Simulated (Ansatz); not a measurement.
Ansatz (a first-principles code) input for In(F)2(SMe) (CH3F2InS), SMILES [F][In]([S]C)[F], CAM-B3LYP/def2-SVPD. Geometry optimised at PBE0-D3(BJ)/def2-SVP. The structure was generated by enumeration; whether it is a known compound was not checked. The def2 effective core potentials stand for the cores of In; spin–orbit coupling is left out. Other conformers were not sampled.

Ansatz 0.2 input:
```yaml
crystal:
  periodic: [false, false, false]
  atoms:
    - {symbol: In, position_ang: [0.02298801, -0.51613486, 0.00000000]}
    - {symbol: F, position_ang: [0.82545418, -2.28512491, -0.00000000]}
    - {symbol: F, position_ang: [-1.93815483, -0.50750382, -0.00000000]}
    - {symbol: S, position_ang: [0.95759516, 1.64937182, -0.00000000]}
    - {symbol: C, position_ang: [-0.61279441, 2.60321576, -0.00000000]}
    - {symbol: H, position_ang: [-1.49128318, 1.94450565, -0.00000000]}
    - {symbol: H, position_ang: [-0.63278981, 3.23525873, -0.89743784]}
    - {symbol: H, position_ang: [-0.63278981, 3.23525873, 0.89743784]}
basis:
  gaussian:
    orbitals: def2-SVPD
hamiltonian:
  xc: {name: CAM-B3LYP}
```

Output:

```
WARN ansatz: RAYON_NUM_THREADS=1 ignored (pool sized by the plan → 1); use --threads N
Functional definition: CAM-B3LYP
integrals: 0.11 GiB planned
1390 factors; their error is unknown
integrals: 0.14 GiB planned
529 factors; integrals over basis functions are off by at most 2.7e-5 eV
mean field: 1.00 GiB planned
mean field evaluation 1: about -22514.1963 eV, gradient 6.0e1 eV
mean field evaluation 2: about -22504.4874 eV, gradient 1.0e2 eV
mean field evaluation 4: about -22520.8695 eV, gradient 2.8e0 eV
mean field evaluation 8: about -22520.8883 eV, gradient 7.1e-2 eV
mean field evaluation 16: about -22521.0181 eV, gradient 1.0e-4 eV
mean field -22521.01813735 eV, -827.6321512534 hartree, gradient 1.2e-5 eV, S^2 0.000000; 0 other end points of the search recorded, 0 dependent functions left out
reference -22521.01827749 eV, -827.6321564031 hartree; 32, 32 occupied and 117, 117 virtual orbitals, 1390 factors
Total energy: -22521.01827749 eV, -827.6321564031 hartree
```

Self-consistency was reached.

Cost: very roughly 5 core-seconds.
